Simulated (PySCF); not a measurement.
Trends in electronic spectra. Computed with TDDFT B3LYP/def2-SVPD, vertical, gas phase, core orbitals frozen in the response (PySCF 2.14.0, density-fitted response routines). Geometries: PBE0-D3(BJ)/def2-SVP; one conformer of each isolated species. Triplets are in the Tamm–Dancoff approximation. 'Strongest' means the level of largest summed f among the lowest 10 singlets; it needn't be the same kind of state in each. Atoms past krypton carry core potentials; spin–orbit coupling is left out.

Question: Rank by computed LUMO energy, highest first.
A. `CC[Si](F)(F)F`
B. `C#CN=C=S`
C. `[NH]=[W](=[NH])([Cl])[Cl]`
D. `[S](C)[GaH2-][NH3+]`

Answer: A (-0.16 eV), D (-0.77 eV), B (-1.67 eV), C (-2.69 eV).

| SMILES | LUMO (eV) | f (S1) | gap (eV) | f (strongest) | strongest (eV) | S1 (eV) | S1 mainly |
| --- | --- | --- | --- | --- | --- | --- | --- |
| CC[Si](F)(F)F | -0.16 | 0.022 | 9.33 | 0.10 | 9.10 | 8.36 | H→L (98%) |
| C[S][GaH2-][NH3+] | -0.77 | 0.050 | 5.17 | 0.05 | 4.51 | 4.51 | H→L (99%) |
| C#CN=C=S | -1.67 | 0.000 | 5.49 | 2.20 | 6.71 | 4.12 | H-1/H→L/L+1 (≥83%) |
| [NH]=[W](=[NH])([Cl])[Cl] | -2.69 | 0.007 | 5.42 | 0.01 | 4.57 | 4.23 | H→L (96%) |

H and L stand for HOMO and LUMO. A slash joins orbitals within 0.01 eV of each other, whose weights are summed (≥ marks a lower bound).

- `CC[Si](F)(F)F`: Löwdin shares by element: HOMO carbon 49%, silicon 14%, hydrogen 10% or more (atoms not listed hold the other 27%); LUMO silicon 34%, carbon 26%, hydrogen 6% or more (atoms not listed hold the other 34%).
- `C[S][GaH2-][NH3+]`: Löwdin shares by element: HOMO sulfur 74%, carbon 11%, gallium 6%; LUMO hydrogen 28% or more, gallium 26%, nitrogen 15% (atoms not listed hold the other 30%).
- `C#CN=C=S`: Löwdin shares by element: HOMO (one of a set within 0.03 eV) sulfur 37%, carbon 37% or more, nitrogen 14%; LUMO (one of a set within 0.03 eV) carbon 44% or more, sulfur 26%, nitrogen 16%.
- `[NH]=[W](=[NH])([Cl])[Cl]`: for S1 the Löwdin share of tungsten is at most 10% in HOMO and 58% in LUMO (ligand-to-metal charge transfer by this measure).
